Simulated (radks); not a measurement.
Values are calculated unless marked as measured or tabulated.
Question: The manganese ion Mn6+ is in [Ar] 3d1. Code: a radial shooting solver on a logarithmic mesh with Libxc functionals. Model: scalar-relativistic Kohn-Sham, LDA (Slater exchange, Perdew-Wang correlation), spin-polarised, spherical densities, finite nucleus; Fermi nuclear charge, rms radius of each element as measured or else 0.836 A^(1/3) + 0.57 fm. Open shells are filled with parallel spins first. One electron is removed from 2p, 3s, 3d, 3p in turn, with full relaxation. Which removal costs least, and what does each cost?

Answer: 3d 119.75 eV; 3p 168.62 eV; 3s 200.97 eV; 2p 779.62 eV. The 3d electron leaves first.
